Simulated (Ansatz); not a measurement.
Isolated molecules relaxed with PBE0-D4/def2-TZVP in Ansatz; ΔE leaves out vibrations. CCSD(T)/CBS is the MP2 limit (def2-TZVPP, def2-QZVPP) plus CCSD(T) − MP2 in def2-TZVPP, frozen cores. This one scheme is used for every species, atoms too. For atomizations the MP2-based limit and the directly extrapolated one differ by several kJ/mol either way, and by 10 to 25 for some Ge, Se and Sn compounds, so smaller differences from it don't rank the levels. Functionals use def2-TZVPP. B3LYP here is the variant with VWN-RPA as its local correlation; programs differ in this. Open shells (•) are unrestricted, without spin–orbit coupling. Spin–orbit coupling would lower the free atoms: a little for C, O, Si. One conformer a species, not always the lowest.

Consider the atomization: `C/C([SiH3])=C\O` → 3 C• + 8 H• + O• + Si•.

CCSD(T)/CBS gives +4916.0 kJ/mol.

Another level gave +3620.0 kJ/mol. Which?
A. CCSD(T)/def2-TZVPP
B. B3LYP/def2-TZVPP
C. HF/def2-TZVPP
D. SCS-MP2/def2-TZVPP

C. HF/def2-TZVPP 3620.0, SCS-MP2/def2-TZVPP 4843.9, CCSD(T)/def2-TZVPP 4796.5, B3LYP 4877.2 kJ/mol.

Largest T1 diagnostic among the species: 0.012.

From BLYP to BHLYP (50 % exact exchange), in def2-TZVPP and without D4, ΔE moves by −92.7 kJ/mol: exact exchange takes away binding that semilocal exchange gives to molecules. The D4 term adds +41.1 kJ/mol with B3LYP and +21.7 kJ/mol with PBE0; it sums over pairs of atoms, weighted by their polarisabilities, and B3LYP, whose exchange is more repulsive, gets the larger term.
